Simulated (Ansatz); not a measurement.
Calculated with Ansatz (gas phase, PBE0-D4/def2-TZVP geometries, no zero-point term in ΔE). CCSD(T)/CBS is the MP2 limit (def2-TZVPP, def2-QZVPP) plus CCSD(T) − MP2 in def2-TZVPP, frozen cores. Functionals use def2-TZVPP. B3LYP here is the variant with VWN-RPA as its local correlation; programs differ in this. One conformer a species, not always the lowest.

`O[SiH2][AlH][SiH3]` + `B[SiH](O)F` → `B[SiH](O)[SiH3]` + `O[SiH2][AlH][F]`  (redistribution)

```tsv
level	ΔE (eV)
r2SCAN-D4	-0.41
B3LYP-D4	-0.41
PBE	-0.42
B3LYP	-0.39
MP2/def2-TZVPP	-0.38
CCSD/def2-TZVPP	-0.32
CCSD(T)/def2-TZVPP	-0.34
HF/def2-QZVPP	-0.24
```

What does CCSD(T)/CBS give? (Best estimate.)

Computed: -0.37 eV. The listed levels differ from it by -0.04, -0.04, -0.05, -0.02, -0.01, 0.05, 0.03, 0.13 eV.

Largest T1 diagnostic among the species: 0.014.

In def2-TZVPP, CCSD(T) changes the Hartree–Fock value by −0.10 eV (the triples alone add −0.02 eV) and MP2 by −0.15 eV. From PBE to PBE0 (25 % exact exchange), in def2-TZVPP and without D4, ΔE moves by +0.05 eV.
